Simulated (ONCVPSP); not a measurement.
**Building the ONCV potential for samarium (Sm) (PBE, non-relativistic).**

| Quantity | Value |
| --- | --- |
| Element | Sm (Z = 62) |
| Generator | ONCVPSP 4.0.1 |
| Type | optimised norm-conserving Vanderbilt (ONCV) |
| Functional | PBE |
| Relativity | non-relativistic |
| Frozen core | [Kr] 4d10 |
| Valence charge | 16 |
| Reference configuration | 4f6 5s2 5p6 6s2 |
| Partial waves | 5s+6s: rc 2.50 bohr, ncon 4, nbas 8, qcut 4.4 1/bohr, 2 projectors; 5p: rc 2.00 bohr, ncon 4, nbas 9, qcut 6.5 1/bohr, 2 projectors, debl 0.5 Ha; d scattering state at 0.24 Ha: rc 2.70 bohr, ncon 4, nbas 7, qcut 3.4 1/bohr, 3 projectors, debl 3.5 Ha; 4f: rc 1.55 bohr, ncon 3, nbas 8, qcut 13.4 1/bohr, 1 projector |
| Local potential | polynomial inside 1.35 bohr (lpopt 5, dvloc0 -1 Ha) |
| Core correction | polynomial model core, fcfact 0.45 |

In the p channel the program set the typed energies aside and used -0.833, 0.250 Ha. In the d channel the program set the typed energies aside and used 0.050, 3.550, 7.050 Ha.

Poles of the logarithmic derivatives, all-electron (AE) and pseudo (PS). Narrow ghost or core levels that the grid stepped over were put in at their known energies. s: poles at -1.2, 2.8 (AE) and -1.2, -0.5, 2.8 (PS) Ha. p: poles at 0.1 (AE) and 0.1 (PS) Ha. d: poles at 0.5, 3.8 (AE) and 0.5, 3.8 (PS) Ha. f: poles at 0.2 (AE) and 0.2 (PS) Ha. Test radii: s 2.53, p 2.03, d 2.74, f 1.57 bohr.

- Cutoffs needed: 66 Ha and 73 Ha (the cutoffs (Ha) at which the residual kinetic energy of the hardest occupied pseudo-wave falls to 1 and 0.1 mHa per electron)
- Ghost test: ghosts flagged at negative energy: s at -13.3 eV; GHOST(+) flagged for p at 164.3 eV, d at 445.2 eV; a true bound ghost makes a file unfit for plane-wave use
- Configuration tests: tests left out (the all-electron energies of this program are off by 10 to 40 meV for near-neutral 4f atoms)
- rms error of d²Exc/dni dnj: 8.07 mHa without and 2.45 mHa with the model core
